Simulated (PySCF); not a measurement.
C5H9B, SMILES C#CB(C)CC.

The structure is a stationary point at B3LYP-D3(BJ)/def2-SVP. This is a generated structure with no PubChem entry under its InChIKey; it may be hypothetical. Other conformers were not sampled.

Two levels are set side by side: PBE/def2-TZVP (PySCF) and ωB97X/def2-TZVP (PySCF). Same geometry, gas phase. Differences are taken from unrounded values.

```
quantity                      ωB97X    PBE  PBE minus ωB97X
---------------------------  ------  -----  ---------------
orbital gap (eV)              10.84   4.07            -6.77
highest occupied level (eV)  -10.10  -6.48             3.62
lowest empty level (eV)        0.73  -2.42            -3.15
dipole moment (D)              0.07   0.08             0.01
mean polarisability (bohr³)    71.5   75.6              4.1
```

Without exact exchange PBE keeps part of each electron's self-repulsion, which lifts occupied levels and narrows the gap. Loosely held outer electrons make PBE densities more polarisable. Differences between two approximate levels are no errors against the true value.

Rough cost on one machine, each run with all the roots and properties that it gave: ωB97X against PBE within a factor of 2.
